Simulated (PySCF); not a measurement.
C6H5NO (charge +1 and doublet state).
Structure used (GFN2-xTB), in Å, numbered top down from 1:
```
atom  x, y, z in Å
C1     4.313    0.197    0.312
C2     3.097    0.241    0.305
C3     1.757    0.286    0.303
C4     0.536    0.367    0.275
C5    -0.878    0.458    0.258
N6    -1.541   -0.719   -0.251
C7    -2.679   -0.516   -0.942
O8    -3.045    0.583   -1.272
H9     5.367    0.158    0.323
H10   -1.239    0.738    1.264
H11   -1.240    1.281   -0.405
H12   -1.208   -1.641    0.000
H13   -3.244   -1.432   -1.179
```

The hyperfine couplings belong to this conformer and change with its torsions.

The species is `[CH+]=[C]C#CCNC=O` [radical] (charge +1).

Method: UKS B3LYP, pcH-1 on C H N O, non-relativistic, mean-field spin-orbit, GIAO in PySCF. Geometry: GFN2-xTB, one conformer, isolated ion. A GFN2-xTB geometry isn't a minimum of the functional, and hyperfine couplings can be far from their values at a DFT geometry, by a factor of two or more for some ions and for spin on atoms past the first row. No stability test was run, so a lower SCF solution isn't excluded.

**Question.** Where do the isotropic ENDOR lines of H10/H11, H13, H9 and H12 fall at 336.2 mT, to first order?

**Answer.** ν± = |νn ± a/2|, one line for each electron-spin manifold; νn = |g_N| × 7.62259 MHz/T × B.

```tsv
nuclei	isotope	g_N	νn (MHz)	a_iso (MHz)	lower line (MHz)	upper line (MHz)
H10/H11	1H	5.5857	14.31	92.54	31.95	60.58
H13	1H	5.5857	14.31	80.23	25.80	54.43
H9	1H	5.5857	14.31	-25.66	1.49	27.14
H12	1H	5.5857	14.31	-10.25	9.19	19.44
```

**Question.** Which pairs are centred on the nuclear Larmor frequency, and which on half the coupling?

**Answer.** Centred on νn, since |a| < 2νn: H9 and H12. Centred on |a|/2 and split by 2νn: H10/H11 and H13.

**Question.** At what field would the lower line of H13 fall to zero frequency?

**Answer.** Where νn = |a|/2, that is B = 40.12 MHz/(5.5857 × 7.62259 MHz/T) = 942 mT, as far as first order holds there.

Class means assume fast exchange of nuclei equivalent by connectivity; if that motion is slow, each nucleus keeps its own coupling. The 1H value of +92.5 MHz is a mean of couplings from 70.3 to 114.8 MHz in this one geometry, not an average over conformers.

The Mulliken spin populations are largest on C1 (+0.31), O8 (+0.27), C4 (+0.15) and C3 (+0.15).

Hardware: Arm Neoverse V2, one thread (shared host). Cost: 48 s of wall time (with the writing of density and orbital grids), 0.95 GiB resident at most.

The SMILES draws the unpaired electron on C2; the largest computed Mulliken spin population is on C1 (0.31 against -0.02).
